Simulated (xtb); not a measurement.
hydrogen peroxide (H$_{2}$O$_{2}$), singlet, geometry from GFN2-xTB; GFN1-xTB with ALPB(chcl3) run with xtb 6.7.1.

Here is a job for xtb.
```
$ xtb mol.xyz --gfn 1 --alpb chcl3 --json

# file mol.xyz
4

O     -0.02311961     0.70996455    -0.01256427
O      0.02311961    -0.70996455     0.01256427
H      0.91389752     0.94248526    -0.03262698
H     -0.91389752    -0.94248526     0.03262698
```

It wrote (shortened):

```
   ID    Z sym.   atoms
    1    8 O      1, 2
    2    1 H      3, 4

           -------------------------------------------------
          |                Calculation Setup                |
           -------------------------------------------------

           -------------------------------------------------
          |                 G F N 1 - x T B                 |
           -------------------------------------------------

      * Solvation model:               ALPB
        Solvent                        chcl3
        Parameter file                 internal GFN1-xTB/ALPB
        Dielectric constant                4.8100E+00
        Reference state                gsolv [1 M gas/solution]
        Free energy shift                  2.8899E-03 Eh       1.8134E+00 kcal/mol
        Temperature                        2.9815E+02 K
        Density                            1.4900E+00 kg/L
        Solvent mass                       1.1938E+02 g/mol
        Interaction kernel             P16
        Born radius scaling (c1)           1.4984E+00
        Born radii integrator          GBOBC
        Born offset                        0.0000E+00 a0       0.0000E+00 AA
        H-bond correction              false
        Ion screening                  false
        Surface tension                    1.0000E-05 Eh       1.5569E+01 dyn/cm
        Grid points                               230 per atom

          ...................................................
          :                      SETUP                      :
          :.................................................:
          :  # basis functions                  12          :
          :  # atomic orbitals                  12          :
          :  # shells                            8          :
          :  # electrons                        14          :
          :  # halogen bonds                     0          :
          :  max. iterations                   250          :
          :  Hamiltonian                  GFN1-xTB          :
          :  restarted?                      false          :
          :  GBSA solvation                   true          :
          :  PC potential                    false          :
          :  electronic temp.          300.0000000     K    :
          :  accuracy                    1.0000000          :
          :  -> integral cutoff          0.2500000E+02      :
          :  -> integral neglect         0.1000000E-07      :
          :  -> SCF convergence          0.1000000E-05 Eh   :
          :  -> wf. convergence          0.2000000E-04 e    :
          :  Broyden damping             0.4000000          :
          :  net charge                          0          :
          :  unpaired electrons                  0          :
          ...................................................

 iter      E             dE          RMSdq      gap      omega  full diag
   1    -10.3972906 -0.103973E+02  0.450E+00    8.74       0.0  T
   2    -10.3988567 -0.156609E-02  0.259E+00    8.62       1.0  T
   3    -10.3991548 -0.298147E-03  0.218E-01    8.46       1.0  T
   4    -10.3991987 -0.439169E-04  0.496E-03    8.51      10.1  T
   5    -10.3991988 -0.248387E-07  0.566E-06    8.51    8840.8  T
   6    -10.3991988 -0.444089E-13  0.180E-07    8.51  100000.0  T

   *** convergence criteria satisfied after 6 iterations ***

         :::::::::::::::::::::::::::::::::::::::::::::::::::::
         ::                     SUMMARY                     ::
         :::::::::::::::::::::::::::::::::::::::::::::::::::::
         :: total energy             -10.362700460352 Eh    ::
         :: total w/o Gsasa/hb       -10.366234804263 Eh    ::
         :: gradient norm              0.012730646747 Eh/a0 ::
         :: HOMO-LUMO gap              8.507475845778 eV    ::
         ::.................................................::
         :: SCC energy               -10.399198774109 Eh    ::
         :: -> electrostatic           0.048827849835 Eh    ::
         :: -> Gsolv                  -0.006191283658 Eh    ::
         ::    -> Gelec               -0.009725627569 Eh    ::
         ::    -> Gsasa                0.000644491161 Eh    ::
         ::    -> Ghb                  0.000000000000 Eh    ::
         ::    -> Gshift               0.002889852750 Eh    ::
         :: repulsion energy           0.036816180564 Eh    ::
         :: dispersion energy         -0.000317866808 Eh    ::
         :: halogen bond corr.         0.000000000000 Eh    ::
         :: add. restraining           0.000000000000 Eh    ::
         :: total charge               0.000000000000 e     ::
         :::::::::::::::::::::::::::::::::::::::::::::::::::::

           -------------------------------------------------
          |                Property Printout                |
           -------------------------------------------------

    * Orbital Energies and Occupations

         #    Occupation            Energy/Eh            Energy/eV
      -------------------------------------------------------------
         1        2.0000           -0.8442563             -22.9734
         2        2.0000           -0.7691589             -20.9299
         3        2.0000           -0.6570870             -17.8802
         4        2.0000           -0.6540520             -17.7977
         5        2.0000           -0.6104928             -16.6124
         6        2.0000           -0.5456341             -14.8475
         7        2.0000           -0.4700204             -12.7899 (HOMO)
         8                         -0.1573764              -4.2824 (LUMO)
         9                         -0.1157272              -3.1491
        10                         -0.0754976              -2.0544
        11                          0.3571966               9.7198
        12                          0.3629446               9.8762
      -------------------------------------------------------------
                  HL-Gap            0.3126440 Eh            8.5075 eV
             Fermi-level           -0.3136984 Eh           -8.5362 eV

  Mulliken/CM5 charges         n(s)   n(p)   n(d)
     1O    -0.38371 -0.56575   1.725  4.659  0.000
     2O    -0.38371 -0.56575   1.725  4.659  0.000
     3H     0.38371  0.56575   0.616  0.000  0.000
     4H     0.38371  0.56575   0.616  0.000  0.000

Wiberg/Mayer (AO) data.
largest (>0.10) Wiberg bond orders for each atom

 ---------------------------------------------------------------------------
     #   Z sym  total        # sym  WBO       # sym  WBO       # sym  WBO
 ---------------------------------------------------------------------------
     1   8 O    1.870 --     2 O    1.006     3 H    0.853
     2   8 O    1.870 --     1 O    1.006     4 H    0.853
     3   1 H    0.868 --     1 O    0.853
     4   1 H    0.868 --     2 O    0.853
 ---------------------------------------------------------------------------

Topologies differ in total number of bonds
Writing topology from bond orders to xtbtopo.mol

 dipole moment from electron density (au)
     X       Y       Z
  -0.0000   0.0000   0.0000  total (Debye):    0.000

           -------------------------------------------------
          | TOTAL ENERGY              -10.362700460352 Eh   |
          | GRADIENT NORM               0.012730646747 Eh/α |
          | HOMO-LUMO GAP               8.507475845778 eV   |
           -------------------------------------------------

normal termination of xtb
```
